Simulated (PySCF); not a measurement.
Si(H)(SH) (H₂SSi), SMILES [SiH]S (connectivity only; charge and spin as stated), neutral, multiplicity 1. Geometry: PBE-D3(BJ)/def2-TZVP.

TDDFT-ωB97X/def2-TZVPD run with PySCF puts the lowest singlet excitations at 3.13, 5.26, 5.39, 6.00, 6.47, 6.87 eV and the lowest triplet (TDA) at 1.98 eV.

Q: What are the lowest singlet roots from EOM-CCSD/aug-cc-pVDZ in PySCF? (The exact figures need the calculation; the answer reports its results.)

A: 3.28, 5.03, 5.53, 5.73, 6.31, 6.66 eV; triplets 2.04, 4.11, 4.75 eV. S1 differs by 0.15 eV (second minus first; roots are paired by order, and the bases may differ).
